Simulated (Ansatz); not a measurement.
Consider the silylene loss: `[SiH3][SiH]1CCS1` → `C1CS[SiH2]1` + `[SiH2]`.

Program: Ansatz. Geometries: PBE0-D4/def2-TZVP. ΔE: electronic, gas phase. CCSD(T)/CBS is the MP2 limit (def2-TZVPP, def2-QZVPP) plus CCSD(T) − MP2 in def2-TZVPP, frozen cores. This one scheme is used for every species. DFT in def2-TZVPP.

`[SiH3][SiH]1CCS1`:

Z-matrix (Å, degrees):
```
Si
Si 1 2.341
H 1 1.490 2 111.6
H 1 1.488 2 110.1 3 120.7
H 1 1.488 2 109.1 3 -120.0
C 2 1.886 1 115.9 3 80.3
S 2 2.146 1 112.8 3 172.9
H 2 1.491 1 110.3 3 -56.0
C 6 1.540 2 93.2 1 96.5
H 6 1.092 2 110.0 1 -150.0
H 6 1.091 2 119.3 1 -23.7
H 9 1.090 6 111.9 2 -98.7
H 9 1.090 6 114.3 2 137.2
```

`C1CS[SiH2]1`:

Z-matrix (Å, degrees):
```
C
Si 1 1.879
C 1 1.542 2 93.6
H 1 1.090 2 118.4 3 -119.8
H 1 1.092 2 110.9 3 114.1
S 2 2.136 1 83.1 3 -12.1
H 2 1.489 1 115.6 3 102.2
H 2 1.487 1 118.1 3 -128.2
H 3 1.090 1 112.1 2 -102.6
H 3 1.090 1 114.1 2 133.3
```

`[SiH2]`:

Cartesian coordinates in Å:
```
Si -0.582 0.312 -0.265
H -0.181 -1.132 0.017
H 0.762 0.819 0.248
```

| level | ΔE (kJ/mol) |
| --- | --- |
| PBE | 245.8 |
| SCS-MP2/def2-QZVPP | 238.4 |

What does CCSD(T)/CBS give? (Best estimate.)

The calculation gave: +239.4 kJ/mol. The listed levels differ from it by 6.4, -1.0 kJ/mol.

Largest T1 diagnostic among the species: 0.014.

The D4 term adds +15.8 kJ/mol with B3LYP and +9.0 kJ/mol with PBE0; it sums over pairs of atoms, weighted by their polarisabilities, and B3LYP, whose exchange is more repulsive, gets the larger term. From PBE to PBE0 (25 % exact exchange), in def2-TZVPP and without D4, ΔE moves by +5.2 kJ/mol. In def2-TZVPP, CCSD(T) changes the Hartree–Fock value by +23.7 kJ/mol (the triples alone add +6.4 kJ/mol) and MP2 by +39.4 kJ/mol.

B3LYP here is the variant with VWN-RPA as its local correlation; programs differ in this.
